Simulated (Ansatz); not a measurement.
Input file for C4H6Si (`C#C/C=C\[SiH3]`):

```yaml
crystal:
  periodic: [false, false, false]
  atoms:
    - {symbol: C, position_ang: [0.469441, 2.059012, 1.313886]}
    - {symbol: C, position_ang: [0.623965, 0.875918, 1.155532]}
    - {symbol: C, position_ang: [0.804532, -0.517034, 0.966124]}
    - {symbol: C, position_ang: [0.245850, -1.201791, -0.041204]}
    - {symbol: Si, position_ang: [-0.849678, -0.423896, -1.339347]}
    - {symbol: H, position_ang: [0.330817, 3.105267, 1.451617]}
    - {symbol: H, position_ang: [1.435523, -1.018288, 1.697449]}
    - {symbol: H, position_ang: [0.453258, -2.267789, -0.088317]}
    - {symbol: H, position_ang: [-2.044845, 0.200231, -0.714650]}
    - {symbol: H, position_ang: [-0.108603, 0.615986, -2.099631]}
    - {symbol: H, position_ang: [-1.294859, -1.484618, -2.280859]}
basis:
  gaussian: {orbitals: def2-TZVPP}
correlation: {method: ccsd_t}
```

```sh
$ ansatz run in.yaml --threads 4 --pin off --events-out ev --progress --plain --max-ram 10444MiB
```

Output of Ansatz, abridged:

```
Functional definition: HF
1468 factors; integrals over basis functions are off by at most 8.4e-4 eV
mean field evaluation 1: about -12074.9205 eV, gradient 3.1e1 eV
mean field evaluation 2: about -12075.2603 eV, gradient 3.1e1 eV
mean field evaluation 4: about -12078.4035 eV, gradient 4.3e0 eV
mean field evaluation 8: about -12078.4621 eV, gradient 2.5e-1 eV
mean field evaluation 16: about -12078.4624 eV, gradient 9.1e-7 eV
mean field -12078.46240706 eV, -443.8753063836 hartree, gradient 9.1e-7 eV, S^2 0.000000; 0 other end points of the search recorded, 0 dependent functions left out; unrestricted orbitals would lower it
9 core orbitals not correlated: weight in the atoms' cores, before any rotation towards them, 1.000 or more for the frozen orbitals, at most 0.000 for the correlated occupied ones
reference -12078.46240706 eV, -443.8753063836 hartree; 13, 13 occupied and 228, 228 virtual orbitals, 1468 factors
second order -20.28735875 eV of doubles, -0.00000000 eV of singles
cycle   1  -20.62001454 eV  change   -3.3e-1 eV  update   1.1e-1
cycle   2  -21.25857567 eV  change   -6.4e-1 eV  update   3.6e-2
cycle   3  -21.39403692 eV  change   -1.4e-1 eV  update   1.7e-2
cycle   4  -21.39334972 eV  change    6.9e-4 eV  update   5.0e-3
cycle   5  -21.39537546 eV  change   -2.0e-3 eV  update   2.2e-3
cycle   6  -21.39611338 eV  change   -7.4e-4 eV  update   5.3e-4
cycle   7  -21.39607004 eV  change    4.3e-5 eV  update   2.2e-4
cycle   8  -21.39610474 eV  change   -3.5e-5 eV  update   8.8e-5
cycle   9  -21.39612091 eV  change   -1.6e-5 eV  update   3.8e-5
cycle  10  -21.39609521 eV  change    2.6e-5 eV  update   1.4e-5
perturbative correction -1.06148729 eV, -0.0390089384 hartree
Total energy: -12100.91998957 eV, -444.7006073184 hartree
```

Hardware: 4 threads of an Arm Neoverse V1 on a shared host. Wall time 2.1 min, peak host memory 5.3 GiB.

Correlation energy per correlated electron: -0.864 eV. T1 diagnostic: 0.0125.
